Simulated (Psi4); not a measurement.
Complex: HCl (SMILES Cl) (first 2 atoms) with Cl2 (SMILES ClCl); geometry from B3LYP-D3(BJ)/def2-TZVP, rigid monomers moved along the line of their centres of mass till Cl1···Cl4 is 4.48 Å.
(charge 0, multiplicity 1):
```xyz
4

Cl     0.4244    -0.5667    -0.3320
H      0.0109     0.6297    -0.5413
Cl    -0.3213     0.8150     5.9747
Cl    -0.0552     0.2852     4.0413
```

All values below come from Psi4 with SAPT0/jun-cc-pV(D+d)Z.

**Question.** Which attractive term is largest, and how does the interaction split up?

**Answer.** electrostatics -0.23, exchange 0.05, induction -0.02, dispersion -0.15, total -0.35 kcal/mol; the largest attraction is electrostatics.
